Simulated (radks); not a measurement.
These are the eigenvalues of the occupied orbitals of an atom or ion with whole-number occupations (hartree). All-electron calculation, Dirac Kohn-Sham, LDA (Slater exchange, Perdew-Wang correlation), spin-unpolarised, spherical densities, finite nucleus; Fermi nuclear charge, rms radius of each element as measured or else 0.836 A^(1/3) + 0.57 fm. Program: a radial shooting solver on a logarithmic mesh with Libxc functionals.

| orbital | eigenvalue |
|---|---|
| 1s1/2 | -3047.854 |
| 2s1/2 | -540.0204 |
| 2p1/2 | -518.4741 |
| 2p3/2 | -446.9785 |
| 3s1/2 | -128.2959 |
| 3p1/2 | -118.5238 |
| 3p3/2 | -102.6915 |
| 3d3/2 | -86.38054 |
| 3d5/2 | -82.98494 |
| 4s1/2 | -28.35533 |
| 4p1/2 | -24.15875 |
| 4p3/2 | -20.32650 |
| 4d3/2 | -13.43512 |
| 4d5/2 | -12.72049 |
| 5s1/2 | -4.56899 |
| 4f5/2 | -3.84142 |
| 4f7/2 | -3.68718 |
| 5p1/2 | -3.17724 |
| 5p3/2 | -2.49866 |
| 5d3/2 | -0.63587 |
| 5d5/2 | -0.56655 |
| 6s1/2 | -0.44811 |
| 7p1/2 | -0.04190 |
| 7p3/2 | -0.03789 |

Which element is it, and in what charge state? The configuration may be excited. Open shells, if any, are shared by 2j + 1.

Answer. Z = 80, mercury, charge 0: Hg in [Xe] 4f14 5d10 6s1 7p1. The list shows which subshells hold electrons but not how many an open one holds; the 1s level, -3047.9 hartree, gives Z - s = 78.1 by -(Z - s)^2/2, which with screening and relativity narrows Z to a few neighbours, and the depths of the outer levels then fix element, charge and occupations together.
